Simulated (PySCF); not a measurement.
# Excitation energy of In⁺ by level of theory

In⁺ [Kr] 4d10 5s2 (1S) → In⁺ [Kr] 4d10 5s1 5p1, s spin flipped, as a difference of total energies. Calculation: PySCF 2.14, in dyall-av2z (22s16p12d, 130 functions); the non-relativistic Hamiltonian (point nucleus). Correlated levels: valence: [Kr] 4d10 frozen; virtual orbitals above 40 to 60 times the deepest correlated orbital energy dropped. The calculations carry no spin-orbit coupling.

| method | excitation energy (cm⁻¹) |
| --- | --- |
| UHF | 42828 |
| MP2 (valence) | 43721 |
| SCS-MP2 (valence) | 43899 |

The upper determinant mixes two multiplicities, so it lies between the two terms.

The coupled-cluster amplitudes are large for the upper state (T1 above 0.03 or a double amplitude above 0.15), so a single reference is strained.
